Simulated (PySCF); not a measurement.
CH4F2SSi, SMILES F[Si](C)(S)F.

Geometry optimised at PBE-D3(BJ)/def2-SVP. The values are those of a single conformer.

The numbers are results of PBE-D3(BJ)/def2-SVP in PySCF 2.14.0, not measurements.

Frequencies are harmonic and unscaled.

| mode | ν (cm⁻¹) | IR (km/mol) | moving atoms (share of kinetic energy) |
|---|---|---|---|
| 1 | 109 | 13.7 | H 78 %, F 12 % |
| 2 | 136 | 0.4 | H 95 % |
| 3 | 176 | 2.3 | F 29 %, H 26 %, C 21 %, S 19 % |
| 4 | 192 | 4.9 | F 48 %, H 21 %, S 19 %, C 10 % |
| 5 | 229 | 3.2 | F 37 %, H 22 %, Si 22 %, C 14 % |
| 6 | 278 | 19.8 | F 49 %, S 31 %, H 8 % |
| 7 | 310 | 23.1 | F 63 %, Si 20 %, C 11 % |
| 8 | 492 | 41.6 | S 36 %, Si 29 %, F 13 %, H 11 %, C 11 % |
| 9 | 673 | 10.7 | H 62 %, C 22 % |
| 10 | 731 | 54.1 | H 52 %, Si 15 %, C 14 %, F 13 % |
| 11 | 758 | 0.8 | H 67 %, C 19 %, F 13 % |
| 12 | 778 | 131.2 | H 54 %, C 22 %, Si 20 % |
| 13 | 872 | 163.2 | Si 44 %, F 43 %, H 8 % |
| 14 | 941 | 137.0 | Si 50 %, F 42 % |
| 15 | 1229 | 34.9 | H 77 %, C 23 % |
| 16 | 1374 | 7.1 | H 96 % |
| 17 | 1377 | 2.3 | H 96 % |
| 18 | 2614 | 0.5 | H 97 % |
| 19 | 2985 | 0.1 | H 97 % |
| 20 | 3086 | 0.5 | H 91 %, C 9 % |
| 21 | 3096 | 0.2 | H 91 %, C 9 % |
